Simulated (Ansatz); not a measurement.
Program: Ansatz. Geometries: PBE0-D4/def2-TZVP. ΔE: electronic, gas phase. CBS: MP2 limit from def2 TZ/QZ plus the TZ coupled-cluster correction, frozen cores. DFT in def2-TZVPP. B3LYP here is the variant with VWN-RPA as its local correlation; programs differ in this. Each species was taken in one conformer, which may not be the lowest.

Reaction (ligand exchange at a B–O bond): `BOC(C)F` + `C=C[SiH2]N` → `BN[SiH2]C=C` + `CC(O)F`

`BOC(C)F`:

Cartesian coordinates in Å:
```
B 0.818 1.237 1.376
O -0.145 0.805 0.537
C 0.146 -0.057 -0.523
C -0.949 -1.070 -0.681
F 0.228 0.709 -1.659
H 0.485 2.000 2.232
H 1.944 0.839 1.250
H 1.133 -0.510 -0.374
H -0.746 -1.703 -1.545
H -1.901 -0.557 -0.825
H -1.012 -1.694 0.211
```

`C=C[SiH2]N`:

```xyz
11

C    -0.696   -1.163    1.151
C     0.233   -1.185    0.201
Si    0.681    0.311   -0.819
N    -0.198    1.733   -0.439
H    -0.951   -2.039    1.741
H    -1.247   -0.254    1.380
H     0.755   -2.124    0.014
H     0.438   -0.008   -2.253
H     2.128    0.598   -0.621
H     0.007    2.273    0.385
H    -1.150    1.858   -0.739
```

`BN[SiH2]C=C`:

```xyz
13

B     0.945    1.712    1.797
N     0.850    0.512    1.084
Si    0.350    0.309   -0.578
C    -1.159   -0.765   -0.701
C    -1.163   -1.912   -1.374
H     0.670    2.739    1.246
H     1.296    1.694    2.942
H     1.084   -0.333    1.587
H     1.422   -0.365   -1.360
H     0.104    1.675   -1.099
H    -2.078   -0.451   -0.208
H    -0.274   -2.275   -1.884
H    -2.047   -2.540   -1.451
```

`CC(O)F`:

Z-matrix (Å, degrees):
```
C
C 1 1.500
H 1 1.091 2 109.3
H 1 1.091 2 110.0 3 119.6
H 1 1.090 2 110.0 3 -120.1
O 2 1.377 1 109.2 3 -56.3
F 2 1.391 1 109.1 3 63.2
H 2 1.098 1 112.4 3 179.2
H 6 0.962 2 108.9 1 -174.9
```

```csv
level,ΔE (kcal/mol),difference from CCSD(T)/CBS
PBE-D4,-2.2,-0.7
r2SCAN-D4,-1.4,0.1
B3LYP-D4,-1.2,0.3
ωB97X-V,-1.1,0.4
ωB97M-V,-1.4,0.1
PBE,-2.2,-0.7
r2SCAN,-1.4,0.1
B3LYP,-1.1,0.4
HF/def2-TZVPP,0.0,1.5
MP2/def2-TZVPP,-1.7,-0.2
CCSD(T)/def2-TZVPP,-1.5,0.0
MP2/def2-QZVPP,-1.7,-0.2
SCS-MP2/def2-QZVPP,-1.3,0.2
HF/CBS(def2),0.2,1.7
MP2/CBS(def2),-1.7,-0.2
CCSD/CBS(def2),-1.3,0.2
CCSD(T)/CBS,-1.5,0
```

Largest T1 diagnostic among the species: 0.013.

In def2-TZVPP, CCSD(T) changes the Hartree–Fock value by −1.5 kcal/mol (the triples alone add −0.2 kcal/mol) and MP2 by −1.7 kcal/mol.
